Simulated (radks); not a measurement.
The numbers below are computed, except where a source is named.
Spherical jellium clusters: N electrons in a uniform positive sphere of charge N and radius rs N^(1/3), rs = 3.72 bohr. Level of theory: non-relativistic Kohn-Sham, PBEsol, spin-polarised, spherical densities (a radial shooting solver with Libxc functionals). Levels are named by radial order and angular momentum (1s, 1p, 1d, 2s, ...), and open shells are averaged over m.

N = 6, configuration 1s2 1p(up 3, down 1). This is the lowest configuration that the search found. Occupied and some empty levels:

level,occupation,eigenvalue (eV),<r> (bohr)
1s up,1,-4.8832,4.679
1s down,1,-4.4607,4.559
1p up,3,-3.2756,5.792
1p down,1,-2.7749,5.829
1d up,0,-1.4403,7.035
2s up,0,-1.0928,7.782
1d down,0,-0.97697,7.320
2s down,0,-0.84882,8.150

Energy (eV): total -9.75720, kinetic 11.804, external -167.80, Hartree 81.391, exchange-correlation -22.101, background 86.952.
